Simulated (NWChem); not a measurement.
System: C3H5NO; SMILES N#CCCO

Input file for NWChem:

```
start job
memory heap 200 mb stack 900 mb global 1100 mb
geometry units angstroms noautosym nocenter noautoz
  N      0.304263     2.576742     0.016422
  C     -0.131528     1.501199    -0.009773
  C     -0.637555     0.127610    -0.037325
  C      0.499496    -0.919347     0.008300
  O     -0.014065    -2.234074    -0.074969
  H     -1.312829    -0.016141     0.816485
  H     -1.229209    -0.027510    -0.946664
  H      1.150742    -0.788167    -0.859924
  H      1.110712    -0.767452     0.909310
  H     -0.426792    -2.456070     0.774024
end
basis spherical
  * library 6-31g*
end
dft
  xc b3lyp
  iterations 150
end
cosmo
  do_cosmo_smd true
  solvent water
end
task dft energy
```

Geometry: optimised at B3LYP/6-31G* (spherical d). B3LYP is NWChem's, with the RPA form of VWN correlation. Solvent: water.

Level: B3LYP/6-31G* with SMD (1 M gas to 1 M solution), gas-phase geometry.

Question: Predict the main results of this run. (B3LYP/6-31G* (spherical d), SMD on the gas-phase geometry.) Quantities: solvation free energy (kcal/mol); cavity-dispersion-structure term (kcal/mol); dipole in solution (D).

Answer: 
- solvation free energy (kcal/mol) = -8.8
- cavity-dispersion-structure term (kcal/mol) = 4.2
- dipole in solution (D) = 4.44
